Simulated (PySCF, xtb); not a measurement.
C₃H₁₁ClSi₂, SMILES C[Si](C)(Cl)C[SiH3]. Other conformers were not sampled.

Harmonic wavenumbers (cm⁻¹) from xtb 6.7.1 with GFN2-xTB at its own minimum, in rising order: 35, 93, 99, 106, 127, 142, 154, 184, 193, 241, 433, 492, 515, 650, 688, 712, 749, 782, 788, 793, 797, 807, 827, 843, 863, 1027, 1144, 1375, 1378, 1452, 1480, 1480, 1483, 1485, 2236, 2243, 2279, 2973, 2985, 3037, 3039, 3041, 3043, 3047, 3049.

Question: What does PySCF with PBE-D3(BJ)/def2-SVP give at its own minimum? (Estimate from the structure and the level; the computed values follow.)

Answer: 44, 99, 128, 151, 163, 169, 180, 209, 221, 269, 466, 480, 540, 650, 664, 672, 689, 739, 743, 793, 813, 830, 900, 910, 921, 980, 1033, 1215, 1220, 1324, 1372, 1376, 1381, 1389, 2153, 2160, 2187, 2974, 2975, 2978, 3044, 3072, 3074, 3084, 3086. Paired by order, the mean absolute difference is 50 cm⁻¹ and the zero-point energies are 79.2 and 77.9 kcal/mol.
